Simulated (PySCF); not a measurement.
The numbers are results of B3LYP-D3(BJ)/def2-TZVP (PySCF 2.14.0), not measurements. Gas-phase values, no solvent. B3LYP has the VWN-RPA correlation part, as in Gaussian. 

Reference species (SMILES): `[SiH3]C1C=C1` (neutral, multiplicity 1).

```
Item             Result
-------------  --------
HOMO           -6.82 eV
dipole moment    1.34 D
```

Changed species: `C1C=C1[SiH3]`.

Problem. Give the shifts of the HOMO and dipole moment.

Solution. the HOMO falls by 0.32 eV, to -7.14 eV; the dipole moment falls by 0.79 D, to 0.55 D.
